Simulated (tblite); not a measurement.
Species: CH₁₂AsOPSi₃.
Atom-mapped SMILES: `[CH3:1][Si@@H:2]([OH:3])[As:4]([SiH3:5])[SiH2:6][PH2:7]` (hydrogens: H8, H9, H10 on C1; H11 on Si2; H12 on O3; H13, H14, H15 on Si5; H16, H17 on Si6; H18, H19 on P7)

Computed with GFN2-xTB (tblite), gas phase: L-BFGS steps from a force-field or distance-geometry start until the largest atomic force falls under 0.01 eV/Å.

Step 183: E = -611.1520 eV
```
atom  x, y, z in Å  |  force x, y, z in eV/Å
C1     -1.4825   -2.3021    0.7067    0.015  -0.010  -0.016
Si2    -1.7083   -0.4886    0.1672   -0.010   0.005  -0.020
O3     -1.4740    0.5163    1.4392    0.031   0.025   0.014
As4    -0.0670    0.1308   -1.3713   -0.034  -0.001   0.037
Si5    -0.5055    2.4187   -1.3907   -0.015  -0.021  -0.003
Si6     1.6697    0.2224    0.1778    0.015   0.025  -0.013
P7      3.5370   -0.2058   -1.0039    0.011  -0.012   0.006
H8     -2.1194   -2.5618    1.5467   -0.021  -0.014   0.016
H9     -1.7208   -2.9811   -0.1063   -0.004   0.011  -0.016
H10    -0.4538   -2.4959    1.0019   -0.001   0.007   0.008
H11    -3.1072   -0.3458   -0.2869    0.026   0.012   0.003
H12    -1.9401    0.3940    2.2631   -0.008   0.009  -0.013
H13    -0.4460    3.0793   -0.0809    0.008   0.001   0.001
H14     0.4647    3.0907   -2.2694   -0.016  -0.001   0.012
H15    -1.8480    2.6755   -1.9361    0.006  -0.017  -0.019
H16     1.5903   -0.7390    1.2943   -0.004  -0.026   0.015
H17     1.9421    1.5200    0.8241   -0.009  -0.012   0.011
H18     3.2939   -1.5639   -1.0710    0.018   0.015  -0.019
H19     4.3652   -0.3544    0.0883   -0.009   0.003  -0.005
```

Step 184: E = -611.1526 eV
```
atom  x, y, z in Å  |  force x, y, z in eV/Å
C1     -1.4830   -2.3032    0.7110    0.003   0.000  -0.013
Si2    -1.7048   -0.4903    0.1647   -0.030   0.000   0.015
O3     -1.4662    0.5175    1.4349    0.011   0.006   0.009
As4    -0.0695    0.1307   -1.3747    0.010   0.003   0.034
Si5    -0.5061    2.4187   -1.3900   -0.013  -0.020   0.021
Si6     1.6686    0.2206    0.1772   -0.006   0.026  -0.045
P7      3.5390   -0.1999   -1.0024    0.018   0.002   0.002
H8     -2.1214   -2.5574    1.5527   -0.002  -0.010  -0.005
H9     -1.7225   -2.9857   -0.0991   -0.002   0.018  -0.008
H10    -0.4545   -2.4971    1.0072   -0.009   0.004   0.009
H11    -3.1049   -0.3463   -0.2865    0.028   0.011   0.004
H12    -1.9418    0.4015    2.2546    0.004   0.014  -0.018
H13    -0.4488    3.0774   -0.0781    0.006  -0.005  -0.013
H14     0.4660    3.0916   -2.2647   -0.005   0.005   0.003
H15    -1.8458    2.6782   -1.9387   -0.008  -0.014  -0.023
H16     1.5841   -0.7519    1.2824    0.001  -0.028   0.033
H17     1.9367    1.5156    0.8310   -0.009  -0.024   0.011
H18     3.3004   -1.5578   -1.0795    0.012   0.009  -0.015
H19     4.3649   -0.3529    0.0908   -0.011   0.002  -0.005
```

Step 185: E = -611.1531 eV
```
atom  x, y, z in Å  |  force x, y, z in eV/Å
C1     -1.4861   -2.3045    0.7137    0.003  -0.001  -0.005
Si2    -1.7020   -0.4922    0.1636   -0.029   0.009   0.031
O3     -1.4575    0.5173    1.4320   -0.005  -0.003   0.013
As4    -0.0695    0.1288   -1.3755    0.031  -0.003   0.022
Si5    -0.5064    2.4159   -1.3888   -0.016  -0.009   0.031
Si6     1.6681    0.2192    0.1778   -0.014   0.017  -0.064
P7      3.5391   -0.1928   -1.0033    0.029   0.014   0.000
H8     -2.1231   -2.5517    1.5590    0.010  -0.012  -0.012
H9     -1.7320   -2.9891   -0.0926   -0.002   0.021  -0.007
H10    -0.4568   -2.5013    1.0063   -0.019   0.001   0.011
H11    -3.1010   -0.3437   -0.2864    0.012   0.012   0.002
H12    -1.9432    0.4113    2.2475    0.014   0.015  -0.023
H13    -0.4588    3.0711   -0.0738    0.005  -0.009  -0.025
H14     0.4738    3.0901   -2.2533   -0.008   0.006   0.002
H15    -1.8426    2.6769   -1.9461   -0.001  -0.014  -0.021
H16     1.5842   -0.7599    1.2762    0.003  -0.030   0.045
H17     1.9308    1.5129    0.8350   -0.004  -0.018   0.018
H18     3.3057   -1.5508   -1.0864    0.007   0.000  -0.014
H19     4.3676   -0.3481    0.0878   -0.015   0.004  -0.005
```

Step 186: E = -611.1536 eV
```
atom  x, y, z in Å  |  force x, y, z in eV/Å
C1     -1.4854   -2.3027    0.7229   -0.025  -0.001  -0.005
Si2    -1.7008   -0.4941    0.1592   -0.021   0.013   0.058
O3     -1.4561    0.5236    1.4223   -0.019  -0.020  -0.004
As4    -0.0706    0.1251   -1.3791    0.045  -0.009   0.006
Si5    -0.5041    2.4122   -1.3854   -0.021  -0.012   0.033
Si6     1.6637    0.2100    0.1774   -0.002   0.013  -0.047
P7      3.5398   -0.1765   -1.0069    0.016   0.010   0.005
H8     -2.1179   -2.5391    1.5752    0.018  -0.013  -0.023
H9     -1.7390   -2.9951   -0.0749    0.003   0.033   0.003
H10    -0.4553   -2.4988    1.0109   -0.009  -0.003   0.013
H11    -3.0974   -0.3462   -0.2949   -0.005   0.010   0.003
H12    -1.9523    0.4291    2.2328    0.017   0.014  -0.018
H13    -0.4670    3.0599   -0.0671    0.005  -0.003  -0.015
H14     0.4875    3.0867   -2.2351   -0.003   0.015  -0.009
H15    -1.8349    2.6798   -1.9527    0.001  -0.014  -0.023
H16     1.5809   -0.7870    1.2620    0.011  -0.006   0.027
H17     1.9149    1.4989    0.8514   -0.003  -0.046   0.009
H18     3.3167   -1.5356   -1.1084    0.002   0.013  -0.011
H19     4.3676   -0.3409    0.0830   -0.011   0.005   0.000
```

Q: Estimate the geometry and energy of step 187. (The exact step hangs on the optimiser's Hessian estimate; all steps are aligned on step 186, rigid shifts and turns removed.)

A: E = -611.1542 eV, largest force 0.056 eV/Å
```
atom  x, y, z in Å  |  force x, y, z in eV/Å
C1     -1.4888   -2.3024    0.7238   -0.007   0.003   0.008
Si2    -1.6985   -0.4947    0.1599   -0.003   0.027   0.049
O3     -1.4493    0.5249    1.4203   -0.019  -0.018  -0.008
As4    -0.0675    0.1206   -1.3770    0.037  -0.019  -0.015
Si5    -0.5056    2.4055   -1.3828   -0.022   0.001   0.018
Si6     1.6641    0.2084    0.1791    0.002   0.000  -0.036
P7      3.5387   -0.1689   -1.0095    0.027   0.022   0.006
H8     -2.1199   -2.5343    1.5776    0.009  -0.023  -0.006
H9     -1.7472   -2.9942   -0.0719   -0.004   0.017  -0.016
H10    -0.4586   -2.5027    1.0092   -0.014  -0.001   0.014
H11    -3.0918   -0.3402   -0.2975   -0.030   0.009   0.002
H12    -1.9527    0.4408    2.2270    0.013   0.012  -0.003
H13    -0.4772    3.0512   -0.0638    0.001   0.001  -0.007
H14     0.4943    3.0818   -2.2217   -0.010   0.017  -0.013
H15    -1.8333    2.6733   -1.9594    0.018  -0.017  -0.018
H16     1.5859   -0.7919    1.2613    0.011  -0.003   0.024
H17     1.9095    1.4960    0.8556    0.003  -0.034   0.017
H18     3.3182   -1.5273   -1.1149   -0.001  -0.004  -0.015
H19     4.3700   -0.3366    0.0773   -0.011   0.009   0.001
```

The energy changes by -0.0006 eV. The first-order estimate −F·Δx gives -0.0008 eV and the mean of the old and new forces, exact on a quadratic surface, -0.0006 eV. The step makes an angle of 81° with the force vector and moves no atom by more than 0.016 Å.

The cost below is that of the whole relaxation. Hardware: one thread of an Arm Neoverse V2, no GPU, shared host with 192 logical CPUs at a one-minute load of 67. Cost: 3.2 s of wall time.
